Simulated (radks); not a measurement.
Ionisation ladder of gadolinium, from Gd44+ to Gd58+. Each ion is in the ground configuration listed by NIST, and IE = E(next ion) - E(this ion). All-electron calculation, non-relativistic Kohn-Sham, TPSS, spin-polarised, spherical densities, point nucleus; open shells are filled with parallel spins first (spin-orbit coupling, left out, can overturn this in heavy ions); meta-GGA in the generalised Kohn-Sham scheme; relativity is left out, which matters for an element this heavy. Program: a radial shooting solver on a logarithmic mesh with Libxc functionals.

species,configuration,E (hartree),"IE, Delta-SCF (eV)",-e(HOMO) (eV),HOMO,<r> HOMO (bohr),"IE, NIST (eV)",kind,error (eV)
Gd44+,[Ar] 3d2,-9181.6327,3518.8,3462.8,3d up,0.200,3546,theory,-27.2
Gd45+,[Ar] 3d1,-9052.3191,3631.2,3574.9,3d up,0.199,3660,theory,-28.8
Gd46+,[Ar],-8918.8759,3943.4,3895.0,3p,0.228,3980,theory,-36.6
Gd47+,[Ne] 3s2 3p5,-8773.9578,4039.8,3991.8,3p down,0.227,4080,theory,-40.2
Gd48+,[Ne] 3s2 3p4,-8625.4990,4134.3,4087.5,3p down,0.225,4191,theory,-56.7
Gd49+,[Ne] 3s2 3p3,-8473.5666,4262.9,4213.2,3p up,0.224,4294,theory,-31.1
Gd50+,[Ne] 3s2 3p2,-8316.9078,4361.8,4312.5,3p up,0.223,4578,theory,-216.2
Gd51+,[Ne] 3s2 3p1,-8156.6160,4458.7,4410.7,3p up,0.222,4693,theory,-234.3
Gd52+,[Ne] 3s2,-7992.7613,4659.9,4619.2,3s,0.233,4914,theory,-254.1
Gd53+,[Ne] 3s1,-7821.5141,4763.6,4722.7,3s up,0.232,5025,theory,-261.4
Gd54+,[Ne],-7646.4540,11201.6,11068.7,2p,0.0838,11273,theory,-71.4
Gd55+,[He] 2s2 2p5,-7234.8013,11466.0,11334.3,2p down,0.0833,11552,theory,-86.0
Gd56+,[He] 2s2 2p4,-6813.4346,11723.5,11596.6,2p down,0.0828,11861,theory,-137.5
Gd57+,[He] 2s2 2p3,-6382.6035,12082.8,11945.5,2p up,0.0821,12147,theory,-64.2
Gd58+,[He] 2s2 2p2,-5938.5685,12355.6,12219.8,2p up,0.0816,13183,theory,-827.4

Reference values: NIST Atomic Spectra Database (exp. = measured, semi-emp. = semi-empirical, theory = theoretical value adopted there). The ionisation energy per charge of the ion left behind rises most, in proportion, at Gd54+ ([Ne]), from 88.215 to 203.67 eV. Relativity is left out here, which matters for elements this heavy. Open shells are spherical and high-spin; term and fine-structure splittings are not resolved.
